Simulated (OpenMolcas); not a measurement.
Computed transition rates of P

- Program: OpenMolcas 26.06
- Method: CASSCF
- Basis: ANO-RCC-VTZP [5s4p2d1f]
- Scalar Hamiltonian: X2C, point nucleus
- Active space: 3 electrons in 3 orbitals (3p)
- State averaging: 2S+1 = 4 odd, 1 root; 2S+1 = 2 odd, 8 roots kept (CI in the orbitals of an earlier block)
- Spin-orbit coupling: RASSI with atomic mean-field integrals over the reference wave functions, term energies averaged over their components

Rates come from the transition moments of the reference wave functions (E1 and E2 in the length form). At fixed line strength A goes as λ^-3 for E1 and M1 and as λ^-5 for E2, so a rate at the computed wavelength can be rescaled to the measured one. Measured vacuum wavelengths follow from level energies in NIST Handbook of Basic Atomic Spectroscopic Data. Branching counts decays inside the model space alone, at computed energies, and the table is only a selection of the E2 and M1 lines, drawn from those between levels with measured partners whose computed energy lies within a factor of 1.5 of the measured one.

```csv
Upper,Lower,Type,λ computed (nm),λ measured (nm),A computed (s-1),A rescaled (s-1),Branching %
3s2 3p3 2P* 3/2,3s2 3p3 2D* 5/2,E2,963,1357,4.65e-01,8.37e-02,61.5
3s2 3p3 2P* 1/2,3s2 3p3 2D* 3/2,E2,963.2,1358,3.98e-01,7.14e-02,56.9
3s2 3p3 2P* 1/2,3s2 3p3 2D* 5/2,E2,963.8,1361,2.65e-01,4.72e-02,37.8
3s2 3p3 2P* 3/2,3s2 3p3 2D* 3/2,E2,962.4,1354,2.00e-01,3.63e-02,26.4
3s2 3p3 2P* 3/2,3s2 3p3 4S* 3/2,M1,385.4,533.4,6.11e-02,,8.1
3s2 3p3 2P* 1/2,3s2 3p3 4S* 3/2,M1,385.5,534.1,2.45e-02,,3.5
3s2 3p3 2P* 3/2,3s2 3p3 2D* 3/2,M1,962.4,1354,1.96e-02,,2.6
3s2 3p3 2P* 1/2,3s2 3p3 2D* 3/2,M1,963.2,1358,1.22e-02,,1.7
3s2 3p3 2P* 3/2,3s2 3p3 2D* 5/2,M1,963,1357,1.10e-02,,1.5
3s2 3p3 2D* 5/2,3s2 3p3 4S* 3/2,E2,642.4,879,1.82e-04,,99.5
3s2 3p3 2D* 3/2,3s2 3p3 4S* 3/2,E2,642.7,880.2,1.17e-04,,75.2
3s2 3p3 2D* 3/2,3s2 3p3 4S* 3/2,M1,642.7,880.2,3.86e-05,,24.8
```

Spin-changing lines and M1 lines between different terms are not rescaled, since their strength hangs on the term gaps too.

The largest correction is for 3s2 3p3 2P* 1/2 → 3s2 3p3 2D* 5/2 (E2): 2.65e-01 × (963.8 / 1361)^5 = 4.72e-02 s-1, a factor of 0.18.

No measured rate stands beside these. Rescaling mends the energy factor alone: line strengths can still be far off where a level mixes with configurations outside the active space, and weak or spin-changing lines hang on small mixing coefficients that depend on the term gaps too, so rescaling need not improve them.

Without dynamic correlation excited terms often stand tens of per cent too high (terms of higher spin than the ground term too low), and those without a measured partner can miss by more than the paired ones. Terms from blocks run as CI alone lack orbitals of their own. With the s shell closed, the reference lacks s² → p² mixing. Computed and measured levels are paired by configuration, term and J; levels that our copy of the source lacks, or whose pairing is in doubt (as where it misses far off the trend of its configuration), stay unpaired. Only configurations of the active space appear.

* marks odd parity.
